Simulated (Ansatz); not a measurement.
Reactions of C2Cl2F2 (`FC(Cl)=C(F)Cl`).

Calculated with Ansatz (gas phase, PBE0-D4/def2-TZVP geometries, no zero-point term in ΔE). CBS: MP2 limit from def2 TZ/QZ plus the TZ coupled-cluster correction, frozen cores. This one scheme is used for every species, atoms too. For atomizations the MP2-based limit and the directly extrapolated one differ by several kJ/mol either way, and by 10 to 25 for some Ge, Se and Sn compounds, so smaller differences from it don't rank the levels. Double bonds are as drawn, so ΔE can hold a change between cis and trans. DFT in def2-TZVPP. Open shells (•) are unrestricted, without spin–orbit coupling. Spin–orbit coupling would lower the free atoms: a little for C, Cl, F. Elements past krypton have def2 core potentials. Bonds to I are less sure, by a few kJ/mol each and by 10 to 20 or more in all where they break to atoms, as the def2 sets lack core-valence functions.

```csv
reaction,B2PLYP (eV),ωB97M-V (eV),PBE0-D4 (eV)
`F/C(Cl)=C(/F)Cl` + HI → `F/C(Cl)=C(/Cl)I` + H–F,-0.35,-0.30,-0.34
`F/C(Cl)=C(/F)Cl` + H₂ → `F/C=C(\F)Cl` + HCl,-0.97,-0.92,-0.89
`F/C(Cl)=C(/F)Cl` → 2 C• + 2 Cl• + 2 F•,22.55,23.12,23.48
`F/C(Cl)=C(/F)Cl` + H–F → `FC(F)=C(F)Cl` + HCl,0.09,0.06,0.10
```

**Question.** Give the CCSD(T)/CBS values in the same order. (Best estimate.)

**Answer.** Computed: -0.54, -0.96, 22.83, 0.18 eV.

Largest T1 diagnostic: 0.012, for `FC(F)=C(F)Cl`.
